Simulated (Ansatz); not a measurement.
Several settings on one geometry of the cluster SbTe₂⁺ (that of the charge 1 singlet, PBE0-D4/def2-SVP). Ansatz on 4 threads of Intel Xeon Platinum 8488C on a shared host; times are rough.

```
atom   x (Å)   y (Å)   z (Å)
 Sb1  -0.628   0.749  -1.131
 Te2   1.326   0.639   0.674
 Te3  -0.698  -1.388   0.457
```

Totals from different functionals, basis sets or treatments of relativity can't be compared as stabilities.

In the def2 sets Sb, Te take a core potential; there is no spin–orbit coupling. Correlated methods freeze 12 core orbitals; core or outer-core shells of Sb, Te are correlated, in sets that lack core-valence functions.

Scalar relativity in a set contracted without it gives distorted totals.

The spins typed aren't always the lowest for that charge.

Give the basis size and estimate the energy, ⟨S²⟩ and time of these runs.

| run | method | charge | state | further keys |
| --- | --- | --- | --- | --- |
| 1 | UHF, mp2/def2-mTZVPP | 1 | triplet | nuclear_model: gaussian; point_charges: [{charge: -1.00, position_ang: [4.610, 0.514, -0.792]}]; scf: {omitted_lower_state_checks: [starts]}; forces asked |
| 2 | UKS B2PLYP/def2-SVPD | 1 | triplet | pseudopotentials: {relativity: scalar}; scf: {omitted_lower_state_checks: [starts]} |
| 3 | UKS r2SCAN/def2-TZVP | 2 | doublet | point_charges: [{charge: 1.00, position_ang: [5.577, -0.456, 0.652]}]; pseudopotentials: {relativity: none}; scf: {omitted_lower_state_checks: [starts]} |


| run | functions | energy (Eh) | ⟨S²⟩ | wall time |
| --- | --- | --- | --- | --- |
| 1 | 108 | -773.6179 | 2.11 | 4.3 s |
| 2 | 102 | -775.2332 | 2.01 | 2.4 s |
| 3 | 150 | -775.7615 | 0.81 | 2.9 s |
